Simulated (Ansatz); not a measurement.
Reactions of `C[SiH2][SiH2]S`.

Gas-phase electronic energies from Ansatz, PBE0-D4/def2-TZVP geometries. CCSD(T)/CBS is the MP2 limit (def2-TZVPP, def2-QZVPP) plus CCSD(T) − MP2 in def2-TZVPP, frozen cores. This one scheme is used for every species, atoms too. For atomizations the MP2-based limit and the directly extrapolated one differ by several kJ/mol either way, and by 10 to 25 for some Ge, Se and Sn compounds, so smaller differences from it don't rank the levels. Functionals use def2-TZVPP. B3LYP here is the variant with VWN-RPA as its local correlation; programs differ in this. Open shells (•) are unrestricted, without spin–orbit coupling. Spin–orbit coupling would lower the free atoms: a little for C, S, Si. Bonds to As, Br are less sure, by a few kJ/mol each and by 10 to 20 or more in all where they break to atoms, as the def2 sets lack core-valence functions. Scalar relativity is left out up to krypton. One conformer a species, not always the lowest.

```
                                                           reaction  HF/CBS(def2) (kJ/mol)  PBE-D4 (kJ/mol)  ωB97M-V (kJ/mol)  B3LYP-D4 (kJ/mol)  CCSD(T)/CBS(def2) (kJ/mol)
                 `C[SiH2][SiH2]S` + CH₃SH → `CS[SiH2][SiH2]S` + CH₄                    -49              -75               -67                -72                         -70
        `C[SiH2][SiH2]S` + `CC(=N)O` → `COC(C)=N` + `[SiH3][SiH2]S`                     73               88                87                 83                          87
                         `C[SiH2][SiH2]S` → `C[SiH2]`• + `[SiH2]S`•                    234              312               332                311                         333
            `C[SiH2][SiH2]S` + arsine → `C[SiH2][SiH2][AsH2]` + H₂S                     30               20                25                 23                          21
             `C[SiH2][SiH2]S` → `[CH2]` (triplet) + `[SiH3][SiH2]S`                    324              485               481                470                         477
        `C[SiH2][SiH2]S` + `N=C(N)S` → `CSC(=N)N` + `[SiH3][SiH2]S`                     45               45                48                 46                          47
                    `C[SiH2][SiH2]S` + H₂O → `O[SiH2][SiH2]S` + CH₄                   -102              -81               -88                -92                         -85
                   `C[SiH2][SiH2]S` + HBr → `C[SiH2][SiH2]Br` + H₂S                    -47              -31               -38                -36                         -39
                          `C[SiH2][SiH2]S` → C• + 8 H• + S• + 2 Si•                   2926             3855              3869               3853                        3863
`C[SiH2][SiH2]S` + `C[SiH](S)Cl` → `C[SiH2]S[SiH](C)Cl` + `[SiH3]S`                    -71              -57               -72                -67                         -70
```

Largest T1 diagnostic: 0.016, for `[SiH2]S`•.
